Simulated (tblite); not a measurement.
Species: C4H5FNOS (doublet state).
Atom-mapped SMILES: `[N:1]#[C:2][CH2:3][C@H:4]([S:5])[O:6][CH2:7][F:8]` (hydrogens: H9, H10 on C3; H11 on C4; H12, H13 on C7)
Bond orders are those of one Lewis drawing.

Computed with GFN2-xTB (tblite), gas phase: L-BFGS steps from a force-field or distance-geometry start until the largest atomic force falls under 0.01 eV/Å.

Step 90: E = -707.3163 eV
```
atom  x, y, z in Å  |  force x, y, z in eV/Å
N1      1.0068    0.1645   -2.7738   -0.042  -0.029  -0.014
C2      0.9173   -0.4446   -1.8122    0.033   0.001  -0.028
C3      0.8514   -1.1710   -0.5688    0.028   0.005  -0.008
C4      0.4827   -0.2148    0.5763    0.000   0.005   0.018
S5      1.2450   -0.7930    2.1245    0.010   0.028   0.048
O6     -0.9128   -0.1732    0.7264   -0.055  -0.032  -0.063
C7     -1.4737    1.0627    0.9054   -0.046   0.033  -0.049
F8     -1.4324    1.7842   -0.2609    0.049   0.028   0.015
H9      0.0947   -1.9573   -0.6283    0.000   0.019   0.012
H10     1.8259   -1.6275   -0.3772    0.019  -0.003  -0.020
H11     0.8813    0.7895    0.3842    0.078  -0.029  -0.001
H12    -2.5288    0.9046    1.1441   -0.040   0.015   0.075
H13    -0.9617    1.6767    1.6639   -0.034  -0.040   0.015
```

Step 91: E = -707.3179 eV
```
atom  x, y, z in Å  |  force x, y, z in eV/Å
N1      0.9915    0.1630   -2.7755   -0.019  -0.036  -0.011
C2      0.9169   -0.4466   -1.8128   -0.011   0.013  -0.008
C3      0.8532   -1.1718   -0.5679    0.018  -0.001  -0.013
C4      0.4822   -0.2157    0.5777    0.012  -0.007  -0.008
S5      1.2476   -0.7810    2.1289    0.006   0.019   0.031
O6     -0.9135   -0.1743    0.7280   -0.034  -0.049  -0.083
C7     -1.4721    1.0628    0.9054   -0.058   0.019  -0.047
F8     -1.4098    1.7914   -0.2561    0.055   0.024   0.053
H9      0.0961   -1.9580   -0.6293    0.008   0.017   0.018
H10     1.8281   -1.6277   -0.3789    0.019  -0.005  -0.002
H11     0.8784    0.7874    0.3786    0.087   0.004   0.009
H12    -2.5312    0.9046    1.1254   -0.049   0.023   0.077
H13    -0.9716    1.6665    1.6800   -0.033  -0.022  -0.015
```

Step 92: E = -707.3194 eV
```
atom  x, y, z in Å  |  force x, y, z in eV/Å
N1      0.9779    0.1594   -2.7787    0.011  -0.032  -0.023
C2      0.9207   -0.4489   -1.8142   -0.062   0.018   0.027
C3      0.8572   -1.1723   -0.5676    0.004  -0.007  -0.012
C4      0.4807   -0.2165    0.5782    0.019  -0.022  -0.035
S5      1.2430   -0.7693    2.1361   -0.003   0.009   0.002
O6     -0.9163   -0.1751    0.7233    0.009  -0.050  -0.090
C7     -1.4721    1.0636    0.9052   -0.024  -0.040  -0.032
F8     -1.3979    1.7984   -0.2491    0.045   0.053   0.017
H9      0.0999   -1.9580   -0.6347    0.012   0.013   0.033
H10     1.8313   -1.6292   -0.3786    0.022  -0.001   0.017
H11     0.8781    0.7846    0.3753    0.078   0.030   0.015
H12    -2.5304    0.9067    1.1203   -0.113   0.017   0.067
H13    -0.9763    1.6572    1.6881    0.003   0.012   0.015
```

Step 93: E = -707.3204 eV
```
atom  x, y, z in Å  |  force x, y, z in eV/Å
N1      0.9587    0.1578   -2.7801    0.031  -0.034  -0.033
C2      0.9168   -0.4512   -1.8154   -0.096   0.023   0.056
C3      0.8585   -1.1729   -0.5669   -0.001  -0.009  -0.006
C4      0.4812   -0.2160    0.5785    0.022  -0.017  -0.034
S5      1.2485   -0.7540    2.1410   -0.022   0.006  -0.040
O6     -0.9174   -0.1791    0.7236    0.045  -0.017  -0.099
C7     -1.4723    1.0608    0.9045   -0.039  -0.015  -0.031
F8     -1.3605    1.8073   -0.2426   -0.009   0.000   0.114
H9      0.1008   -1.9586   -0.6325    0.019   0.010   0.035
H10     1.8332   -1.6291   -0.3806    0.025  -0.001   0.028
H11     0.8774    0.7854    0.3698    0.048   0.013   0.026
H12    -2.5388    0.9070    1.0978   -0.003   0.042   0.007
H13    -0.9903    1.6432    1.7065   -0.020  -0.001  -0.023
```

**Question.** Estimate the geometry and energy of step 94. (The exact step hangs on the optimiser's Hessian estimate; all steps are aligned on step 93, rigid shifts and turns removed.)

**Answer.** E = -707.3217 eV, largest force 0.143 eV/Å
```
atom  x, y, z in Å  |  force x, y, z in eV/Å
N1      0.9584    0.1554   -2.7817    0.036  -0.001  -0.081
C2      0.9189   -0.4519   -1.8164   -0.097  -0.010   0.104
C3      0.8607   -1.1731   -0.5676    0.002  -0.006   0.002
C4      0.4809   -0.2158    0.5768    0.020  -0.016  -0.031
S5      1.2420   -0.7521    2.1432   -0.023  -0.004  -0.040
O6     -0.9184   -0.1786    0.7157    0.050  -0.015  -0.076
C7     -1.4739    1.0604    0.9038    0.004  -0.040   0.027
F8     -1.3659    1.8082   -0.2380   -0.024   0.061   0.003
H9      0.1026   -1.9580   -0.6344    0.015   0.002   0.037
H10     1.8347   -1.6301   -0.3791    0.023   0.005   0.024
H11     0.8820    0.7846    0.3717    0.027   0.012   0.015
H12    -2.5375    0.9087    1.1073   -0.044   0.018  -0.011
H13    -0.9886    1.6430    1.7023    0.010  -0.006   0.027
```

The energy changes by -0.0012 eV. The first-order estimate −F·Δx gives -0.0019 eV and the mean of the old and new forces, exact on a quadratic surface, -0.0012 eV. The step makes an angle of 65° with the force vector and moves no atom by more than 0.010 Å.

What follows is the cost of the whole relaxation. The run took 0.94 s wall on an Arm Neoverse V1 with one thread, no GPU (shared host).
